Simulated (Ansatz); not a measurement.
H4GeSSi, SMILES `[SiH3][Ge][SH]` (lower singlet; Si–Ge–S–H torsion 180°) (charge 0, multiplicity 1). This singlet lies 1.25 eV below the relaxed triplet at the level frozen-core CCSD(T)/cc-pVTZ // PBE0-D3(BJ)/def2-TZVP (Ansatz, a first-principles code).

Cartesian coordinates (Å):
SMILES: [SiH3][Ge][SH]
```xyz
7

Si    -1.1756     0.2715     0.1326
Ge     0.5915    -1.3679    -0.3846
S      2.1412     0.0532     0.3010
H     -0.6959     1.5652     0.6934
H     -2.1275    -0.3423     1.1039
H     -1.9448     0.5517    -1.1148
H      3.2111    -0.7314     0.0692
```
Charge 0, spin multiplicity 1.

The restricted HF start is unstable towards unrestricted orbitals.

Question: Give the natural occupations of the active orbitals, the CASSCF energy and the corrected energy for frozen-core fic-MRCISD+Q@CASSCF(2e,2o)/cc-pVTZ // PBE0-D3(BJ)/def2-TZVP (Ansatz).

Answer: 
```json
{
  "natural_occupations": "1.94, 0.06",
  "CASSCF energy": "-2764.2534 Ha",
  "corrected_energy": "-2764.7623 Ha",
  "weight_of_the_reference": "0.855"
}
```
